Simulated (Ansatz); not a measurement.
`C[O][Ga]([OH])[F]`, relaxed with RKS PBE0-D4/def2-TZVP in Ansatz 0.2.0 from a GFN2-xTB geometry. The force threshold is 0.005 eV/Å; the program also tests the step.

Charge 0, multiplicity 1.

Start:

```xyz
9

C    -0.814   -0.851    1.103
O    -0.568   -0.238   -0.153
Ga    0.842    0.694   -0.657
O     0.920    1.352   -2.256
F     2.133    0.912    0.498
H     0.033   -0.756    1.790
H    -1.010   -1.911    0.928
H    -1.690   -0.380    1.554
H     0.155    1.178   -2.808
```

Q: By how much does the energy fall, and how many steps does the optimiser take? (Best estimate.)

A: The calculation gave: 3.44 kJ/mol, in 7 steps.

Q: Which bonds change most? (An estimate is asked.)

A: Ansatz gave: Ga3–O4 from 1.731 to 1.763 Å; C1–O2 from 1.419 to 1.414 Å; Ga3–F5 from 1.746 to 1.743 Å; C1–H7 from 1.092 to 1.094 Å.

Q: Give the relaxed structure. (Best estimate.)

A: The calculation gave: 
```xyz
9

C    -0.802   -0.840    1.100
O    -0.654   -0.262   -0.182
Ga    0.774    0.652   -0.662
O     0.971    1.384   -2.253
F     2.066    0.844    0.493
H     0.067   -0.681    1.746
H    -0.959   -1.917    0.994
H    -1.680   -0.411    1.592
H     0.218    1.231   -2.829
```
